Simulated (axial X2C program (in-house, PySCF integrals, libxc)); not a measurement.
## Low determinants of ZrSi at the PBE0 level, with spin–orbit coupling

Calculated with an in-house relativistic program for diatomic molecules. Two-component (2c) means X2C with spin–orbit coupling and atomic mean-field two-electron Coulomb and Gaunt terms. Basis: Zr dyall-v3z [11s12p9d4f2g], Si dyall-v3z [8s7p2d1f] (cores contracted in-house); Gaussian nuclei, density fitting, unrestricted open shells. Masses: Zr 89.905 u, Si 27.977 u.

Search at 2.524 Å (vertical energies from the lowest determinant):

```tsv
ΔE (eV)	state	electrons beyond evenly filled partner blocks	electrons in ±ω = 1/2, 3/2, 5/2, 7/2
0.00	Ω = 4	ω = 3/2, ω = 5/2	38 13 3 0
0.32	Ω = 2	ω = 1/2, ω = 3/2	39 13 2 0
0.37	Ω = 1	ω = -1/2, ω = 3/2	39 13 2 0
0.41	Ω = 1	2 × ω = 1/2	38 14 2 0
0.44	Ω = 1	ω = -1/2, ω = 3/2	37 15 2 0
0.46	Ω = 2	ω = 1/2, ω = 3/2	37 15 2 0
0.49	Ω = 5	2 × ω = 1/2, ω = 3/2, ω = 5/2	38 13 3 0
```

Lowest determinant, Ω = 4 (⟨Sz⟩ = 2.00, ⟨Lz⟩ = 2.00 at PBE0): Re = 2.517 Å, ωe = 369.8 cm⁻¹.

The determinant in row 2 of the search, Ω = 2 (⟨Sz⟩ = 1.00, ⟨Lz⟩ = 1.00 at PBE0), was followed along the bond at PBE0; measured from the minimum of the lowest determinant it gives:

Te = 0.190 eV (1535 cm⁻¹), Re = 2.379 Å, ωe = 434.1 cm⁻¹.

Q: Compare the bond of the determinant in row 2 with that of the lowest one.

A: At PBE0 its Re is 0.138 Å shorter and its force constant, which goes as ωe², is 1.38 times that of the lowest determinant. T0 ≈ Te + Δωe/2 = 1535 + (32) = 1567 cm⁻¹.

The search compares states at one distance, so a state with another bond length can lie lower; it is not exhaustive and yields mostly the lowest determinant of each block pattern, so other components and higher states of one pattern are missing. These are energies of single determinants, not of spin-adapted states; PBE0 term energies can be off by some tenths of an eV, and the functional has no current term. Open-shell Ω = 0 determinants with evenly filled partner blocks cannot be reached by this program, so the Ω shown need not be the lowest component. The lowest determinant need not be the ground state where others lie within half an eV.
